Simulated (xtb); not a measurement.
CaF2, SMILES [F][Ca][F]. All values are semi-empirical tight-binding results from xtb (GFN2-xTB unless named), good for trends rather than for accurate numbers. Coordinates come from a GFN2-xTB optimisation. The isomer is the one that the SMILES or the coordinates give; other isomers of the formula were not compared.

For metal compounds this method's bond lengths and energies can be far off.

Problem. Estimate the properties. (An estimate is asked for; the answer gives what the named calculation found.)

Solution. 
| Quantity | Result |
|---|---|
| point group as xtb finds it | C2v |
| orbital gap | 2.42 eV |
| zero-point energy | 1.3 kcal/mol |
| G − E(el) at 298.15 K (modified RRHO) | -15.3 kcal/mol |
